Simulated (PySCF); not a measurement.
## [EuF3(NH3)]−: one run

[EuF3(NH3)]− (singlet in the valence; each metal's 4f electrons, 7 of them, lie in its core potential, out of spins and levels). PySCF 2.14.0, RKS PBE0, Eu lcecp-0-TZVP with ECP53, F def2-TZVP, N def2-TZVP, H def2-TZVP; non-relativistic Hamiltonian with scalar-relativistic core potentials where named; density fitting; no spin-orbit coupling. Purpose: basis and core treatment f-in-core-II/TZVP.

```python
mol = gto.M(atom='''
Eu     0.15936    -0.15936     0.15936
F      1.12904     1.61012     1.12904
F     -1.61012    -1.12904     1.12904
F      1.12904    -1.12904    -1.61012
N     -1.43068     1.43068    -1.43068
H     -2.02839     2.02839    -0.86373
H     -0.86373     2.02839    -2.02839
H     -2.02839     0.86373    -2.02839''',
    basis={'Eu': 'lcecp-0-TZVP', 'F': 'def2-TZVP', 'N': 'def2-TZVP', 'H': 'def2-TZVP'},
    ecp={'Eu': 'lcecp-0-TZVP'},
    charge=-1, spin=0)
mf = dft.RKS(mol, xc='PBE0')
mf.grids.atom_grid = (75, 302)  # f atoms: unpruned, at least (60, 302)
mf = mf.density_fit()  # fitting sets: Eu AutoAux, F def2-universal-JKFIT, N def2-universal-JKFIT, H def2-universal-JKFIT
mf.conv_tol = 1e-08; mf.max_cycle = 55
mf.kernel(dm0)  # dm0: free metal ions and neutral atoms
mf.nuc_grad_method().kernel()
```

Run from Python with OMP_NUM_THREADS=2; the lines above give its settings. Where DIIS fails, smearing, a level shift and second-order steps follow.
It took 15 s on 2 threads of Arm Neoverse V1 (shared host).

The 4f levels lie in the core potential and are missing.

Task: What are the Mulliken charges and spins?

Result: 
```json
{"atom": "Eu1", "charge (e)": "1.119", "spin (e)": "0.000"}
{"atom": "F2", "charge (e)": "-0.720", "spin (e)": "0.000"}
{"atom": "F3", "charge (e)": "-0.720", "spin (e)": "0.000"}
{"atom": "F4", "charge (e)": "-0.720", "spin (e)": "0.000"}
{"atom": "N5", "charge (e)": "-0.733", "spin (e)": "0.000"}
{"atom": "H6", "charge (e)": "0.258", "spin (e)": "0.000"}
{"atom": "H7", "charge (e)": "0.258", "spin (e)": "0.000"}
{"atom": "H8", "charge (e)": "0.258", "spin (e)": "0.000"}
```
The spin of the 4f electrons in the core isn't counted.

Task: What forces act on the atoms (eV/Å)?

Result: 
```
Eu   0.01 -0.01  0.01
F    0.16  0.28  0.16
F   -0.28 -0.16  0.16
F    0.16 -0.16 -0.28
N   -0.24  0.24 -0.24
H    0.15 -0.15 -0.12
H   -0.12 -0.15  0.15
H    0.15  0.12  0.15
```
Forces carry noise of the integration grid, about 0.01 to 0.03 eV/Å.

The geometry was relaxed with PBE0 (Eu lcecp-0-SVP with ECP53, F def2-SVP, N def2-SVP, H def2-SVP).

An lcecp potential fixes the number of 4f electrons, so in runs with it no electron can move into or out of that shell.
